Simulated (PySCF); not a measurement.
Calculated NMR parameters of C=C1[C@@H](C#CC)[C@H]1O[SiH2]F

```
Formula                               : C7H9FOSi
SMILES                                : C=C1[C@@H](C#CC)[C@H]1O[SiH2]F
InChI                                 : InChI=1S/C7H9FOSi/c1-3-4-6-5(2)7(6)9-10-8/h6-7H,2,10H2,1H3/t6-,7+/m1/s1
Point group of the computed structure : C1
Degrees of unsaturation               : 4
Carbon signals                        : 7
Proton signals                        : 7
```

Structure with atom numbers: `[CH2:1]=[C:2]1[C@@H:3]([C:4]#[C:5][CH3:6])[C@H:7]1[O:8][SiH2:9][F:10]`; H(Xn) means a hydrogen on atom n. Ha(C1) is cis to C3; Ha(Si9) is pro-R; Hb(Si9) is pro-S; Hb(C1) is trans to C3.

Isolated molecule, rapidly exchanging positions averaged, one conformer, relativity neglected. PBE0/pcSseg-1 with gauge-including orbitals; geometry: GFN2-xTB; PySCF.

Scale: 1H, 13C, 29Si vs TMS; 19F against CFCl3; H2O for 17O (reference shieldings calculated alike).

| carbon | δC, type | δH (multiplicity) | HMBC from (2–3 bonds) | span of the C tensor (ppm) |
| --- | --- | --- | --- | --- |
| C1 | 116.2, CH2 | Hb(C1) 6.27 (m); Ha(C1) 6.12 (m) | H(C7), H(C3) | 208 |
| C2 | 142.8, C | – | Hb(C1), Ha(C1), H(C7), H(C3) | 237 |
| C3 | 17.7, CH | 2.23 (m) | Hb(C1), Ha(C1), H(C7) | 77 |
| C4 | 82.9, C | – | H(C7), H(C3), H(C6) | 258 |
| C5 | 86.1, C | – | H(C3), H(C6) | 267 |
| C6 | 4.8, CH3 | 1.93 (s) | – | 24 |
| C7 | 56.8, CH | 4.33 (m) | Hb(C1), Ha(C1), Hb(Si9), Ha(Si9), H(C3) | 110 |

Other nuclei:
```tsv
atoms	nucleus	environment	δ (ppm)	σ (ppm)
Hb(Si9)	1H	hydrogen on a silicon bonded to F, O	5.10	26.61
Ha(Si9)	1H	hydrogen on a silicon bonded to F, O	4.82	26.90
F10	19F	fluorine bonded to Si	-169.5	340.5
Si9	29Si	silicon bonded to F, O, 2 H	-37.8	386.9
O8	17O	oxygen bonded to C, Si	46.1	290.0
```

1. Carbon types of the structure: 3 × C, 2 × CH, 1 × CH2, 1 × CH3, leaving 2 H on heteroatoms.
2. δC 142.8: fully substituted alkene carbon; the olefinic region.
3. δC 116.2: terminal =CH2 carbon; the olefinic region.
4. δC 86.1, 82.9: alkyne carbon; sp carbons lie upfield of alkene carbons because the cylindrical π system leaves one tensor component strongly shielded.
5. δC 4.8: propargylic methyl carbon; a saturated carbon with 1 carbon neighbour and no heteroatom attached.
6. δH 4.33, 2.23: hydrogen on a three-membered-ring carbon.

Splittings by 19F in the carbon and heteronuclear signals aren't shown, as no couplings were computed. Shifts are as computed. Against solution values, carbons near 30 ppm lie about +3 ppm off and those near 130 ppm about +5 ppm. Of 1211 compounds with measured shifts, 218 miss one by over three times the rms of a fit or turn the order of signals round; such compounds aren't used in these exercises. Unscaled 19F shifts against computed CFCl3 carry errors that often reach 10 to 50 ppm. Experimental scales use liquid or dissolved standards, which lie at an offset from isolated H2O (liquid H2O: subtract about 36 ppm). Multiplicities follow the n + 1 count of equivalent neighbours, as no J values were calculated; m marks all less simple cases, F and P coupling included.
